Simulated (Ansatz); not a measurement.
Ansatz (an electronic-structure program) input:

Ansatz 0.2 input:
```yaml
crystal:
  periodic: [false, false, false]
  atoms:
    - {symbol: C, position_ang: [-2.37148167, 0.76072786, 0.10889863]}
    - {symbol: C, position_ang: [-1.28788513, 0.64699674, 0.87228624]}
    - {symbol: C, position_ang: [-0.81706737, 1.75712157, 1.76846344]}
    - {symbol: C, position_ang: [-0.46711279, -0.61088576, 0.89820084]}
    - {symbol: Se, position_ang: [0.70017178, -0.87693229, -0.68921080]}
    - {symbol: C, position_ang: [1.55571481, 0.88506477, -0.73533769]}
    - {symbol: H, position_ang: [-2.69439792, -0.04602210, -0.53737766]}
    - {symbol: H, position_ang: [-2.95985938, 1.66913515, 0.09408371]}
    - {symbol: H, position_ang: [0.21948570, 2.02705373, 1.55121103]}
    - {symbol: H, position_ang: [-0.84435238, 1.44429897, 2.81658130]}
    - {symbol: H, position_ang: [-1.43517504, 2.64790310, 1.66091026]}
    - {symbol: H, position_ang: [-1.09481886, -1.50046316, 0.88488146]}
    - {symbol: H, position_ang: [0.16821295, -0.65206870, 1.78090704]}
    - {symbol: H, position_ang: [0.80531758, 1.65923134, -0.87570153]}
    - {symbol: H, position_ang: [2.12826016, 1.05998079, 0.17290751]}
    - {symbol: H, position_ang: [2.22847978, 0.87249744, -1.59030504]}
basis:
  gaussian:
    orbitals: def2-TZVPD
hamiltonian:
  xc: {name: PBE0}
output: {forces: true}
```

Which total energy does the run end on?

-2597.62238 Eh (PBE0/def2-TZVPD). The basis has 332 functions.
